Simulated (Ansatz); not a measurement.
Ligand exchange: C5H7N + C2H5CdF → C4H4FN + C3H8Cd

Gas-phase species: C5H7N (2-methyl-1H-pyrrole) `Cc1ccc[nH]1`, singlet; C2H5CdF `C[CH2][Cd][F]`, singlet; C4H4FN `Fc1ccc[nH]1`, singlet; C3H8Cd `C[CH2][Cd][CH3]`, singlet. The partners trade CH3 for F: C–CH3 and Cd–F bonds give way to C–F and Cd–CH3.

Shapes, held fixed at every level: PBE0-D4/def2-TZVP. Programs: Ansatz 0.2.0. Electronic energies: no zero-point or thermal term.

```json
{"level": "HF/def2-TZVPP", "kind": "Hartree–Fock", "ΔE (kJ/mol)": "+146.2", "less CCSD(T)/def2-TZVPP": "+13.0"}
{"level": "BHLYP-D4/def2-TZVPP", "kind": "global hybrid", "ΔE (kJ/mol)": "+143.3", "less CCSD(T)/def2-TZVPP": "+10.1"}
{"level": "wB97M-V/def2-TZVPP", "kind": "range-separated hybrid", "ΔE (kJ/mol)": "+134.8", "less CCSD(T)/def2-TZVPP": "+1.6"}
{"level": "B2PLYP/def2-TZVPP", "kind": "double hybrid", "ΔE (kJ/mol)": "+141.3", "less CCSD(T)/def2-TZVPP": "+8.1"}
{"level": "MP2/def2-TZVPP", "kind": "perturbation theory", "ΔE (kJ/mol)": "+137.9", "less CCSD(T)/def2-TZVPP": "+4.7"}
{"level": "CCSD(T)/def2-SVP", "kind": "coupled cluster or CI", "ΔE (kJ/mol)": "+135.0", "less CCSD(T)/def2-TZVPP": "+1.8"}
{"level": "CCSD/def2-TZVPP", "kind": "coupled cluster or CI", "ΔE (kJ/mol)": "+135.2", "less CCSD(T)/def2-TZVPP": "+2.0"}
{"level": "CCSD(T)/def2-TZVPP", "kind": "coupled cluster or CI", "ΔE (kJ/mol)": "+133.2", "less CCSD(T)/def2-TZVPP": "0.0"}
```

The highest level, CCSD(T)/def2-TZVPP, gives ΔE = +133.2 kJ/mol; the levels span +133.2 to +146.2. The column of differences is taken from that level and isn't an error. No measured value is set beside it here. For atoms past krypton def2 sets carry core potentials with scalar relativity. Outer-core shells of Cd are correlated, in sets that cover them unevenly.
